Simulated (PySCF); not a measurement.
**Dipole moment and polarisability of `COC1CS(=O)(=O)C1`**

C4H8O3S.
Structure used (PBE0-D3(BJ)/def2-SVP), in Å, numbered top down from 1:
```
atom  x, y, z in Å
C1     2.2380    0.7569   -0.4414
O2     1.3170   -0.2847   -0.5906
C3     0.2632   -0.2309    0.3088
C4    -0.8113    0.8516    0.0000
S5    -2.0984   -0.4125    0.1743
O6    -2.6571   -0.3637    1.5199
O7    -2.9440   -0.5600   -1.0002
C8    -0.6306   -1.4734    0.1570
H9     2.6912    0.7608    0.5684
H10    1.7768    1.7482   -0.6161
H11    3.0322    0.6079   -1.1845
H12    0.6285   -0.1214    1.3475
H13   -0.7586    1.1958   -1.0421
H14   -0.9312    1.6855    0.7027
H15   -0.5024   -1.9342   -0.8316
H16   -0.6166   -2.2182    0.9616
```

Level: B3LYP/def2-SVPD (PySCF), static field, nuclei fixed, core orbitals frozen in the response. The polarisability tensor in these axes (au):

```
x   91.57  5.31 -2.40
y    5.31 71.86 -0.70
z   -2.40 -0.70 71.46
```

Problem. Give the principal values, the mean and the anisotropy Δα = √{½[(α1 − α2)² + (α2 − α3)² + (α1 − α3)²]}.

Solution. Principal values 70.51, 71.18 and 93.19 au; mean 78.30 au = 11.60 Å³ = 12.91 × 10⁻⁴⁰ C²·m²/J; Δα = 22.36 au (29 % of the mean).

Problem. What is the dipole moment, and where does it point?

Solution. (5.16, 1.31, 0.17) D, 5.33 D in size, pointing from the negative to the positive side. Measured along this direction, the outermost atoms are O7 at the negative end and H11 at the positive end.

Problem. Refractivity n − 1 of an ideal gas of it at 273.15 K and 1 atm, from the electronic α?

Solution. N = p/kT = 2.6868 × 10¹⁹ cm⁻³, so n − 1 = 2π × N × 11.60 × 10⁻²⁴ cm³ = 1959 × 10⁻⁶ at long wavelengths, for an ideal gas.

Problem. Find the Langevin capture rate constant for NO+ (29.998 u) meeting this molecule (136.019 u), k = 2.342 × 10⁻⁹ cm³/s × √(α in Å³ / reduced mass in u).

Solution. The reduced mass is 24.58 u, so k = 1.61 × 10⁻⁹ cm³/s. The formula leaves out the permanent dipole, which adds to the capture rate.

Problem. In a dilute gas of rigid molecules at 250 K, how does the orientational term μ²/3kT compare with the electronic polarisability?

Solution. In Gaussian units μ²/3kT = 274.57 Å³ against 11.60 Å³, a ratio of 23.67; the Debye molar polarisation (4π/3)N_A(α + μ²/3kT) is 721.9 cm³/mol, leaving out the vibrational part.

Problem. Estimate the molar refractivity from the static electronic polarisability.

Solution. Lorentz–Lorenz: R = (4π/3)N_A α = 2.5225 cm³/(mol·Å³) × 11.60 Å³ = 29.3 cm³/mol, in the limit of long wavelengths.

Problem. What are the principal values of the traceless quadrupole moment, Θ = ½Σq(3rr − r²1), about the centre of nuclear charge?

Solution. -9.41, -2.84, 12.25 D·Å. The values depend on the origin, since the dipole doesn't vanish. The electronic extent ⟨r²⟩ about the same centre is 1221 bohr², a root-mean-square distance of 2.18 Å for the 72 electrons.

The structure is a single PBE0-D3(BJ)/def2-SVP conformer in the gas phase; no vibrational or solvent corrections.

These values come from a run that also computed excited states. On one thread of an Intel Xeon at 2.70 GHz, shared host with 64 logical CPUs at a one-minute load of 61, this took 83 s wall and 0.99 GiB of memory at its peak.
